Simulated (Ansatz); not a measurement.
**Scan of the S1–K2 bond length**

KHS (SMILES [SH][K]), closed shell, at its PBE0-D4/def2-TZVP minimum:

S1  (-0.625, -0.683, -0.424)
K2  (1.728, 0.055, 0.954)
H3  (-1.114, 0.564, -0.544)
(Å)

The bond length S1–K2 (2.825 Å at the minimum) is set to the values below, with the rest relaxed at PBE0-D4/def2-TZVP at each step. Each method's energies count from its own value at the PBE0-D4 minimum structure. Ansatz 0.2.0; basis: def2-TZVPP; cores frozen in the correlated methods. The outer core shell of Li, Na, Mg and K is correlated. The def2 sets are not built for correlating such inner shells, so the correlated values are less sure here. B3LYP uses VWN-RPA correlation.

| bond length (Å) | CCSD(T) (kJ/mol) | B3LYP-D4 (kJ/mol) | wB97M-V (kJ/mol) | HF (kJ/mol) |
| --- | --- | --- | --- | --- |
| 2.317 | ? | 68.1 | 65.5 | 77.5 |
| 2.436 | 35.3 | 36.2 | 33.3 | 39.1 |
| 2.610 | ? | 14.1 | 13.3 | 20.4 |
| 2.814 | 0.1 | 0.1 | 0.1 | 0.4 |
| 3.040 | 5.9 | 5.7 | 6.9 | 2.4 |
| 3.283 | ? | 23.2 | 26.0 | 18.4 |
| 3.542 | 49.9 | 45.1 | 51.7 | 42.1 |
| 3.813 | 77.6 | 66.1 | 79.8 | 69.0 |
| 4.097 | 105.8 | 92.5 | 108.4 | 96.6 |

(1) Fill in the withheld CCSD(T) values. (Judge from chemistry; the value comes from the calculation.)

The T1 diagnostic stays at or below 0.013.

Results:

(1) By the calculation: 70.0 kJ/mol at 2.317 Å; 15.3 kJ/mol at 2.610 Å; 24.5 kJ/mol at 3.283 Å. These count from the CCSD(T) energy at the PBE0-D4 minimum.

Minimum and curvature along this coordinate at CCSD(T): A fifth-order fit through the nearest points gives 2.888 Å, with a curvature of about 3.1 eV/Å².

Largest difference from the CCSD(T) curve over the scan: PBE-D4 12.5; r2SCAN-D4 7.5; PBE0-D4 7.8; MP2 2.0 kJ/mol. Each curve counts from its own value at the minimum.

For scale, one of the runs: CCSD(T)/def2-TZVPP, 89 basis functions (an equivalent command: `ansatz run in.yaml --threads 2`). The run took about 1.1 s on 2 CPU threads (shared host).
